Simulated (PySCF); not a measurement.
PySCF input (M06-2X/6-311+G**):

```python
from pyscf import gto, dft

mol = gto.M(
    atom='''
    C    -1.15878554   -0.23099395   -0.04654759
    Si    0.47520641    0.09472832    0.01908870
    H    -2.20799381   -0.44014462   -0.08869354
    H     1.49426260   -0.96659357    0.10401088
    H     1.01355473    1.46650544   -0.00327365
    ''',
    basis='6-311+g**',
    charge=0,
    spin=1,
    verbose=4,
)

mf = dft.UKS(mol, xc='m062x')
mf.grids.level = 4
mf.conv_tol = 1e-9
mf.max_cycle = 100
mf.max_memory = 1500
mf.kernel()
if not mf.converged:
    mf = mf.newton()
    mf.kernel(mf.make_rdm1())
mo, _, stable, _ = mf.stability(return_status=True)
if not stable:
    mf.kernel(mf.make_rdm1(mo, mf.mo_occ))
    stable = mf.stability(return_status=True)[2]
mf.dip_moment()
```

Output:

```
PySCF version 2.14.0

[INPUT] verbose = 4
[INPUT] num. atoms = 5
[INPUT] num. electrons = 23
[INPUT] charge = 0
[INPUT] spin (= nelec alpha-beta = 2S) = 1
[INPUT] symmetry False subgroup None
[INPUT] Mole.unit = angstrom
[INPUT] Symbol           X                Y                Z      unit          X                Y                Z       unit  Magmom
[INPUT]  1 C     -1.158785540000  -0.230993950000  -0.046547590000 AA   -2.189787307706  -0.436515301931  -0.087962196859 Bohr   0.0
[INPUT]  2 Si     0.475206410000   0.094728320000   0.019088700000 AA    0.898009967538   0.179010581040   0.036072415074 Bohr   0.0
[INPUT]  3 H     -2.207993810000  -0.440144620000  -0.088693540000 AA   -4.172503585635  -0.831752787001  -0.167606499618 Bohr   0.0
[INPUT]  4 H      1.494262600000  -0.966593570000   0.104010880000 AA    2.823747072181  -1.826597121066   0.196552077175 Bohr   0.0
[INPUT]  5 H      1.013554730000   1.466505440000  -0.003273650000 AA    1.915340851957   2.771293641785  -0.006186301928 Bohr   0.0

nuclear repulsion = 45.1818637063776
number of shells = 36
number of NR pGTOs = 108
number of NR cGTOs = 70
basis = 6-311+g**
ecp = {}

******** <class 'pyscf.dft.uks.UKS'> ********
method = UKS
initial guess = minao
damping factor = 0
level_shift factor = 0
DIIS = <class 'pyscf.scf.diis.CDIIS'>
diis_start_cycle = 1
diis_space = 8
diis_damp = 0
SCF conv_tol = 1e-09
SCF conv_tol_grad = None
SCF max_cycles = 100
direct_scf = True
direct_scf_tol = 1e-13
number electrons alpha = 12  beta = 11
XC library pyscf.dft.libxc version 7.1.2
    S. Lehtola, C. Steigemann, M. J. T. Oliveira, and M. A. L. Marques,  SoftwareX 7, 1–5 (2018)
XC functionals = m062x
    Y. Zhao and D. G. Truhlar,  Theor. Chem. Acc. 120, 215 (2008)
    Y. Zhao and D. G. Truhlar,  Theor. Chem. Acc. 120, 215 (2008)
radial grids:
    Treutler-Ahlrichs [JCP 102, 346 (1995); DOI:10.1063/1.469408] (M4) radial grids

becke partition: Becke, JCP 88, 2547 (1988); DOI:10.1063/1.454033
pruning grids: <function nwchem_prune>
grids dens level: 4
symmetrized grids: False
atomic radii adjust function: <function treutler_atomic_radii_adjust>
small_rho_cutoff = 0
Set gradient conv threshold to 3.16228e-05
tot grids = 104656
init E= -329.202177345295
  alpha nocc = 12  HOMO = -0.202987047138158  LUMO = -0.0605446869581909
  beta  nocc = 11  HOMO = -0.25273967473199  LUMO = -0.202987047138154

WARN: HOMO -0.202987047138158 >= LUMO -0.202987047138154

cycle= 1 E= -329.200586696664  delta_E= 0.00159  |g|= 0.182  |ddm|= 1.21
  alpha nocc = 12  HOMO = -0.23860409003322  LUMO = -0.0124800371074152
  beta  nocc = 11  HOMO = -0.254635705555785  LUMO = -0.0366631105179398
  HOMO = -0.238604090033  LUMO = -0.0366631105179  gap/eV = 5.49509
cycle= 2 E= -329.194277333638  delta_E= 0.00631  |g|= 0.222  |ddm|= 0.306
  alpha nocc = 12  HOMO = -0.293514216697321  LUMO = -0.0211862035917111
  beta  nocc = 11  HOMO = -0.282560815797979  LUMO = -0.0737647644384966
  HOMO = -0.282560815798  LUMO = -0.0737647644385  gap/eV = 5.68163
cycle= 3 E= -329.224971790863  delta_E= -0.0307  |g|= 0.0307  |ddm|= 0.203
  alpha nocc = 12  HOMO = -0.290773108726104  LUMO = -0.0154417710888849
  beta  nocc = 11  HOMO = -0.277850867327174  LUMO = -0.0629167195353797
  HOMO = -0.277850867327  LUMO = -0.0629167195354  gap/eV = 5.84866
cycle= 4 E= -329.226012927989  delta_E= -0.00104  |g|= 0.00928  |ddm|= 0.0378
  alpha nocc = 12  HOMO = -0.293405841688564  LUMO = -0.0146081759268007
  beta  nocc = 11  HOMO = -0.276722728676987  LUMO = -0.0608748894405117
  HOMO = -0.276722728677  LUMO = -0.0608748894405  gap/eV = 5.87352
cycle= 5 E= -329.226309776213  delta_E= -0.000297  |g|= 0.00522  |ddm|= 0.0234
  alpha nocc = 12  HOMO = -0.294931708222639  LUMO = -0.0139696335657064
  beta  nocc = 11  HOMO = -0.275504026275428  LUMO = -0.0602374999828716
  HOMO = -0.275504026275  LUMO = -0.0602374999829  gap/eV = 5.85770
cycle= 6 E= -329.226511973726  delta_E= -0.000202  |g|= 0.00315  |ddm|= 0.0234
  alpha nocc = 12  HOMO = -0.29585928820658  LUMO = -0.0130452023423126
  beta  nocc = 11  HOMO = -0.274437942675547  LUMO = -0.0598801063111862
  HOMO = -0.274437942676  LUMO = -0.0598801063112  gap/eV = 5.83842
cycle= 7 E= -329.226617969104  delta_E= -0.000106  |g|= 0.00147  |ddm|= 0.0225
  alpha nocc = 12  HOMO = -0.296155192658248  LUMO = -0.012745511404199
  beta  nocc = 11  HOMO = -0.27393055433825  LUMO = -0.059777764685611
  HOMO = -0.273930554338  LUMO = -0.0597777646856  gap/eV = 5.82739
cycle= 8 E= -329.226640296692  delta_E= -2.23e-05  |g|= 0.000332  |ddm|= 0.0142
  alpha nocc = 12  HOMO = -0.296121340597532  LUMO = -0.0126820211395839
  beta  nocc = 11  HOMO = -0.273778117834269  LUMO = -0.0597194574536157
  HOMO = -0.273778117834  LUMO = -0.0597194574536  gap/eV = 5.82483
cycle= 9 E= -329.226640802785  delta_E= -5.06e-07  |g|= 0.000115  |ddm|= 0.00242
  alpha nocc = 12  HOMO = -0.296143968916605  LUMO = -0.0127082194847542
  beta  nocc = 11  HOMO = -0.273822331593323  LUMO = -0.0597329292421175
  HOMO = -0.273822331593  LUMO = -0.0597329292421  gap/eV = 5.82567
cycle= 10 E= -329.226640813066  delta_E= -1.03e-08  |g|= 3.59e-05  |ddm|= 0.000207
  alpha nocc = 12  HOMO = -0.296133059846812  LUMO = -0.0127085817970174
  beta  nocc = 11  HOMO = -0.273821297865851  LUMO = -0.0597231664673964
  HOMO = -0.273821297866  LUMO = -0.0597231664674  gap/eV = 5.82591
cycle= 11 E= -329.226640814607  delta_E= -1.54e-09  |g|= 8.06e-06  |ddm|= 8.62e-05
  alpha nocc = 12  HOMO = -0.296136714643412  LUMO = -0.0127095809467204
  beta  nocc = 11  HOMO = -0.273823100845874  LUMO = -0.0597259379470621
  HOMO = -0.273823100846  LUMO = -0.0597259379471  gap/eV = 5.82588
cycle= 12 E= -329.22664081466  delta_E= -5.35e-11  |g|= 4.85e-06  |ddm|= 1.7e-05
  alpha nocc = 12  HOMO = -0.296133986980001  LUMO = -0.0127085632818992
  beta  nocc = 11  HOMO = -0.27382161185443  LUMO = -0.0597236025701766
  HOMO = -0.273821611854  LUMO = -0.0597236025702  gap/eV = 5.82590
Extra cycle  E= -329.226640814657  delta_E= 2.9e-12  |g|= 5.81e-06  |ddm|= 7.92e-06
converged SCF energy = -329.226640814657  <S^2> = 0.7975448  2S+1 = 2.0469927
uhf_internal: lowest eigs of H = [0.10999784 0.12637297 0.27488987]
<class 'pyscf.dft.uks.UKS'> wavefunction is stable in the internal stability analysis
Dipole moment(X, Y, Z, Debye):  0.89606,  0.17862,  0.03601
```

The geometry given is a B3LYP-D3(BJ)/def2-TZVP minimum.
